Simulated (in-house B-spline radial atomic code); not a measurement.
# RPA and G0W0 on CAM-B3LYP: Kr³⁺

Configuration [Ar] 3d10 4s2 4p3, highest spin, mean-field start CAM-B3LYP. Computed with a B-spline radial code for spherical atoms: all electrons, non-relativistic, point nucleus, each spin shell either full or empty, empty states to l = 9 with an (l + 1/2)⁻⁴ tail; G0W0 by contour deformation at full frequency.

Command:
```bash
python run_gw.py task.json out
```
Settings (radii: box in bohr, nucleus in fm):
```
Z                        36
electrons                33
configuration            [Ar] 3d10 4s2 4p3
hamiltonian              nr
method                   camb3lyp
lmax                     9
spin_polarised           True
box_radius               14.14
intervals                52
```

Cost of the run: 2.4 s on 1 thread of Arm Neoverse V2 (shared host).

Energies (hartree):

```json
{"term": "mean-field total", "value": "-2751.22706"}
{"term": "Hartree-Fock functional on these orbitals", "value": "-2749.44279"}
{"term": "direct second order", "value": "-2.6824"}
{"term": "second-order exchange", "value": "0.78302"}
{"term": "SOSEX correction", "value": "0.72717"}
```

**Question.** What is the RPA correlation energy, and what remains with SOSEX?

**Answer.** RPA gives -2.3632 hartree (-1.95 eV per electron); RPA + SOSEX gives -1.636, and the second-order doubles -1.8994 hartree (no singles). RPA lacks exchange-type terms and so overcorrelates at short range.

Quasi-particle levels (eV):

```json
{"level": "4p up", "occupied": "yes", "mean field": "-47.76", "Σx - vxc": "-3.20", "Σc": "?", "QP weight": "?", "G0W0": "?"}
{"level": "4s down", "occupied": "yes", "mean field": "-59.06", "Σx - vxc": "-0.54", "Σc": "-2.42", "QP weight": "0.955", "G0W0": "-62.02"}
{"level": "3d down", "occupied": "yes", "mean field": "-129.51", "Σx - vxc": "-14.33", "Σc": "5.13", "QP weight": "0.901", "G0W0": "-138.70"}
{"level": "4p down", "occupied": "no", "mean field": "-38.46", "Σx - vxc": "5.17", "Σc": "-2.52", "QP weight": "0.956", "G0W0": "-35.81"}
```

G0W0 = mean field + (Σx - vxc) + Σc, with Σc (partial-wave tail included) taken at the quasi-particle energy. Only the outer levels were computed. Levels of low weight are left out.

**Question.** Where does G0W0 put 4p up?

**Answer.** At -51.42 eV, with Σc = -0.46 eV and a quasi-particle weight of 0.956. The tabulated removal energy is 50.85 ± 0.11 eV (NIST, measured); the calculation leaves out relativity, Breit and QED terms, and what these don't explain is the method's own error.
